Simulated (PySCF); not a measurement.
# Steps of a relaxation of [Bi(NCO)4]−

[Bi(NCO)4]− (singlet; a saddle point, relaxed within its symmetry). PySCF 2.14.0, RKS BP86, Bi def2-SVP with ECP60, N def2-SVP, C def2-SVP, O def2-SVP; non-relativistic Hamiltonian with scalar-relativistic core potentials where named; density fitting; no spin-orbit coupling. Origin of the start: displaced along the imaginary mode. Columns: position (Å) and force (eV/Å). Energies are counted from the last step; some of the 16 steps are shown. Forces carry noise of the integration grid, about 0.01 to 0.03 eV/Å.

Run from Python with OMP_NUM_THREADS=4. Where DIIS fails, smearing, a level shift and second-order steps follow.
It took 2.4 min on 4 threads of Arm Neoverse V1, on a shared host, from the converged density of the start.

```xyz
13
step 0  E = 0.128 eV
Bi    0.0000    0.0000    0.0000     0.00    0.00    0.00
N     2.3440   -0.2500    0.0000     1.34    0.22    0.00
C     3.5568   -0.0417    0.0000    -0.35   -0.08    0.00
O     4.7585    0.1312    0.0000    -1.12   -0.15    0.00
N     0.2500    2.3440    0.0000    -0.22    1.34    0.00
C     0.0417    3.5568    0.0000     0.08   -0.35    0.00
O    -0.1312    4.7585    0.0000     0.15   -1.12    0.00
N    -2.3440    0.2500    0.0000    -1.34   -0.22    0.00
C    -3.5568    0.0417    0.0000     0.35    0.08    0.00
O    -4.7585   -0.1312    0.0000     1.12    0.15    0.00
N    -0.2500   -2.3440    0.0000     0.22   -1.34    0.00
C    -0.0417   -3.5568    0.0000    -0.08    0.35    0.00
O     0.1312   -4.7585    0.0000    -0.15    1.12    0.00
```

```xyz
13
step 5  E = 0.029 eV
Bi    0.0000    0.0000    0.0000     0.00    0.00    0.00
N     2.3064   -0.3603    0.0000     0.30   -0.07    0.00
C     3.4869   -0.0647    0.0000    -0.08    0.07    0.00
O     4.6584    0.2028    0.0000    -0.07   -0.04    0.00
N     0.3603    2.3064    0.0000     0.07    0.30    0.00
C     0.0647    3.4869    0.0000    -0.07   -0.08    0.00
O    -0.2028    4.6584    0.0000     0.04   -0.07    0.00
N    -2.3064    0.3603    0.0000    -0.30    0.07    0.00
C    -3.4869    0.0647    0.0000     0.08   -0.07    0.00
O    -4.6584   -0.2028    0.0000     0.07    0.04    0.00
N    -0.3603   -2.3064    0.0000    -0.07   -0.30    0.00
C    -0.0647   -3.4869    0.0000     0.07    0.08    0.00
O     0.2028   -4.6584    0.0000    -0.04    0.07    0.00
```

```xyz
13
step 10  E = 0.002 eV
Bi    0.0000    0.0000    0.0000     0.00    0.00    0.00
N     2.2957   -0.5379    0.0000    -0.02    0.04    0.00
C     3.4272   -0.0850    0.0000     0.03   -0.02    0.00
O     4.5634    0.3031    0.0000    -0.09    0.00    0.00
N     0.5379    2.2957    0.0000    -0.04   -0.02    0.00
C     0.0850    3.4272    0.0000     0.02    0.03    0.00
O    -0.3031    4.5634    0.0000     0.00   -0.09    0.00
N    -2.2957    0.5379    0.0000     0.01   -0.04    0.00
C    -3.4272    0.0850    0.0000    -0.03    0.03    0.00
O    -4.5634   -0.3031    0.0000     0.09    0.00    0.00
N    -0.5379   -2.2957    0.0000     0.04    0.01    0.00
C    -0.0850   -3.4272    0.0000    -0.03   -0.03    0.00
O     0.3031   -4.5634    0.0000     0.00    0.08    0.00
```

Where does the relaxation end?

It converges at step 15 in C4h:
```xyz
13
step 15  E = 0
Bi    0.0000    0.0000    0.0000
N     2.2787   -0.5844    0.0000
C     3.3952   -0.0951    0.0000
O     4.5155    0.3335    0.0000
N     0.5844    2.2787    0.0000
C     0.0951    3.3952    0.0000
O    -0.3335    4.5155    0.0000
N    -2.2787    0.5844    0.0000
C    -3.3952    0.0951    0.0000
O    -4.5155   -0.3335    0.0000
N    -0.5844   -2.2787    0.0000
C    -0.0951   -3.3952    0.0000
O     0.3335   -4.5155    0.0000
```

How did the contacts change?


| contact | start (Å) | end (Å) |
| --- | --- | --- |
| Bi1–N2 (NCO) | 2.357 | 2.352 |
| Bi1–N5 (NCO) | 2.357 | 2.352 |
| Bi1–N8 (NCO) | 2.357 | 2.352 |
| Bi1–N11 (NCO) | 2.357 | 2.352 |
